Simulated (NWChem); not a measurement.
System: phosphorus nitride (PN); SMILES N#P

Output (shortened):

```
             Northwest Computational Chemistry Package (NWChem) 7.3.0
             --------------------------------------------------------

                             Geometry "geometry" -> ""
                             -------------------------

 Output coordinates in angstroms (scale by  1.889725989 to convert to a.u.)

  No.       Tag          Charge          X              Y              Z
 ---- ---------------- ---------- -------------- -------------- --------------
    1 N                    7.0000     0.00000000     0.00000000     1.01257000
    2 P                   15.0000     0.00000000     0.00000000    -0.48223700

 Effective nuclear repulsion energy (a.u.)      37.1710937566

                                 NWChem DFT Module
                                 -----------------

 Summary of "ao basis" -> "ao basis" (spherical)
 ------------------------------------------------------------------------------
       Tag                 Description            Shells   Functions and Types
 ---------------- ------------------------------  ------  ---------------------
 N                        aug-cc-pvtz               14       46   5s4p3d2f
 P                        aug-cc-pvtz               16       50   6s5p3d2f

 in cosmo_initialize ...
 calling solv_data for solv:h2o

 solvent parameters
 solvname_short: h2o
 solvname_long:  water
 dielec:       78.4000
 dielecinf:     1.7769
 aqueous SMD model solvent descriptors
 dielec:       78.4000
 sola:          0.8200

          ---------------
          -cosmo- solvent
          ---------------
 Cosmo: York-Karplus, doi: 10.1021/jp992097l
 dielectric constant -eps-     =  78.40
 screen = (eps-1)/(eps    )    =   0.98724
 surface charge correction     = lagrangian

   van der Waals surface
 --------------------------

 ---------- ATOMIC COORDINATES (A.U.) ------------ VDWR(ANG.) --
     1    0.00000000    0.00000000    1.91347984     1.890
     2    0.00000000    0.00000000   -0.91129579     2.120
 number of segments per atom =        128
 number of   points per atom =        128
 atom (   nspa,  nppa )
 ----------------------
    1 (     92,     0 )       0
    2 (    100,     0 )       0
 number of -cosmo- surface points =      192
 molecular surface =     70.087 angstrom**2
 molecular volume  =     50.918 angstrom**3
 -lineq- algorithm             =   0
 -bem- low  level              =   3
 -bem- from -octahedral-
 gaussian surface charge width =   4.50000
 degree of switching           =   1.00000
 switching function tolerance  =   0.00010
 atomic radii =
 --------------
    1  7.000  1.890
    2 15.000  2.120
 ...... end of -cosmo- initialization ......

 nat:                     2
 ixmem:                   309
 calling mnsol_interface()
 G(SMD-CDS) energy (kcal/mol)  =     0.000
 SMD-CDS SASA (angstrom**2)    =    74.336

            General Information
            -------------------
          SCF calculation type: DFT
          Wavefunction type:  closed shell.
          No. of atoms     :     2
          No. of electrons :    22
           Alpha electrons :    11
            Beta electrons :    11
          Charge           :     0
          Spin multiplicity:     1
          Use of symmetry is: off; symmetry adaption is: off
          Maximum number of iterations: 150
          AO basis - number of functions:    96
                     number of shells:    30
          Convergence on energy requested:  1.00D-06
          Convergence on density requested:  1.00D-05
          Convergence on gradient requested:  5.00D-04

              XC Information
              --------------
                         PBE0 Method XC Functional
                     Hartree-Fock (Exact) Exchange  0.250
          PerdewBurkeErnzerhof Exchange Functional  0.750
            Perdew 1991 LDA Correlation Functional  1.000 local
           PerdewBurkeErnz. Correlation Functional  1.000 non-local

[...]

                                COSMO-SMD solvation results
                                ---------------------------

             internal energy in gas <Psi(g)|H|Psi(g)> =      -395.899981185111
         internal energy in solvent <Psi(s)|H|Psi(s)> =      -395.896352982494
                               delta internal energy  =         0.003628202618 (    2.28 kcal/mol)
   total free energy in solvent <Psi(s)|H+V/2|Psi(s)> =      -395.908990541745
 polarization energy contribution <Psi(s)|V/2|Psi(s)> =        -0.012637559252 (   -7.93 kcal/mol)
    total free energy in solvent including G(SMD-CDS) =      -395.908990541745
                       G(SMD-CDS) energy contribution =         0.000000000000 (    0.00 kcal/mol)
     1 M fixed-concentration free energy of solvation =        -0.009009356634 (   -5.65 kcal/mol)

                       DFT Final Molecular Orbital Analysis
                       ------------------------------------

 Vector    9  Occ=2.000000D+00  E=-3.496269D-01
              MO Center=  2.1D-11, -3.2D-11,  4.4D-01, r^2= 1.5D+00
   Bfn.  Coefficient  Atom+Function         Bfn.  Coefficient  Atom+Function
  ----- ------------  ---------------      ----- ------------  ---------------
    56      0.240435  2 P  px                57     -0.239609  2 P  py
     9      0.221310  1 N  px                10     -0.220550  1 N  py
    12      0.180434  1 N  px                13     -0.179815  1 N  py
     6      0.174636  1 N  px                 7     -0.174036  1 N  py
    62      0.101580  2 P  px                63     -0.101231  2 P  py

 Vector   10  Occ=2.000000D+00  E=-3.496269D-01
              MO Center= -8.4D-11, -8.6D-11,  4.4D-01, r^2= 1.5D+00
   Bfn.  Coefficient  Atom+Function         Bfn.  Coefficient  Atom+Function
  ----- ------------  ---------------      ----- ------------  ---------------
    56      0.239609  2 P  px                57      0.240435  2 P  py
     9      0.220550  1 N  px                10      0.221310  1 N  py
    12      0.179815  1 N  px                13      0.180434  1 N  py
     6      0.174036  1 N  px                 7      0.174636  1 N  py
    62      0.101231  2 P  px                63      0.101580  2 P  py

 Vector   11  Occ=2.000000D+00  E=-3.443564D-01
              MO Center= -3.4D-12,  3.3D-11,  4.8D-01, r^2= 2.0D+00
   Bfn.  Coefficient  Atom+Function         Bfn.  Coefficient  Atom+Function
  ----- ------------  ---------------      ----- ------------  ---------------
    58      0.369468  2 P  pz                11     -0.327088  1 N  pz
     8     -0.275733  1 N  pz                 4     -0.216233  1 N  s
    14     -0.189128  1 N  pz                51     -0.171787  2 P  s
     2     -0.127009  1 N  s                 61      0.125174  2 P  pz
    64      0.124349  2 P  pz                 5     -0.113669  1 N  s

 Vector   12  Occ=0.000000D+00  E=-8.304877D-02
              MO Center= -9.1D-11, -1.1D-10, -2.2D-01, r^2= 2.7D+00
   Bfn.  Coefficient  Atom+Function         Bfn.  Coefficient  Atom+Function
  ----- ------------  ---------------      ----- ------------  ---------------
    62      0.332282  2 P  px                56      0.317862  2 P  px
    63      0.289814  2 P  py                57      0.277237  2 P  py
     9     -0.211203  1 N  px                12     -0.209139  1 N  px
    10     -0.184210  1 N  py                13     -0.182409  1 N  py
     6     -0.165245  1 N  px                 7     -0.144125  1 N  py

 Vector   13  Occ=0.000000D+00  E=-8.304877D-02
              MO Center=  3.6D-10, -4.5D-10, -2.2D-01, r^2= 2.7D+00
   Bfn.  Coefficient  Atom+Function         Bfn.  Coefficient  Atom+Function
  ----- ------------  ---------------      ----- ------------  ---------------
    63      0.332282  2 P  py                57      0.317862  2 P  py
    62     -0.289814  2 P  px                56     -0.277237  2 P  px
    10     -0.211203  1 N  py                13     -0.209139  1 N  py
     9      0.184210  1 N  px                12      0.182409  1 N  px
     7     -0.165245  1 N  py                 6      0.144125  1 N  px

 Vector   14  Occ=0.000000D+00  E= 1.274567D-02
              MO Center= -4.8D-09, -1.4D-09,  8.8D-01, r^2= 1.0D+01
   Bfn.  Coefficient  Atom+Function         Bfn.  Coefficient  Atom+Function
  ----- ------------  ---------------      ----- ------------  ---------------
    52     -2.998769  2 P  s                  5      2.940068  1 N  s
    64     -1.192185  2 P  pz                67     -1.183343  2 P  pz
    51     -0.919053  2 P  s                  4      0.894983  1 N  s
    17     -0.805559  1 N  pz                14     -0.376539  1 N  pz
    58     -0.207673  2 P  pz                80     -0.171164  2 P  d  0

     Multipole analysis of the density
     ---------------------------------

     L   x y z        total         alpha         beta         nuclear
     -   - - -        -----         -----         ----         -------
     0   0 0 0     -0.000000    -11.000000    -11.000000     22.000000

     1   1 0 0      0.000000      0.000000      0.000000      0.000000
     1   0 1 0      0.000000      0.000000      0.000000      0.000000
     1   0 0 1     -1.611788     -0.668355     -0.668355     -0.275078

     2   2 0 0    -12.987450     -6.493725     -6.493725      0.000000
     2   1 1 0      0.000000      0.000000      0.000000      0.000000
     2   1 0 1      0.000000      0.000000      0.000000      0.000000
     2   0 2 0    -12.987450     -6.493725     -6.493725      0.000000
     2   0 1 1      0.000000      0.000000      0.000000      0.000000
     2   0 0 2    -15.285320    -26.686028    -26.686028     38.086736
```

Level: PBE0/aug-cc-pVTZ, SMD on the gas-phase geometry. The geometry was optimised at B3LYP/6-31G* (spherical d). Solvent: water.

Q: Reconstruct the input file.

A: This is not unique; one that fits is the input that was run:
```
start job
memory heap 200 mb stack 900 mb global 1100 mb
geometry units angstroms noautosym nocenter noautoz
  N      0.000000     0.000000     1.012570
  P      0.000000     0.000000    -0.482237
end
basis spherical
  * library aug-cc-pvtz
end
dft
  xc pbe0
  iterations 150
end
cosmo
  do_cosmo_smd true
  solvent water
end
task dft energy
```
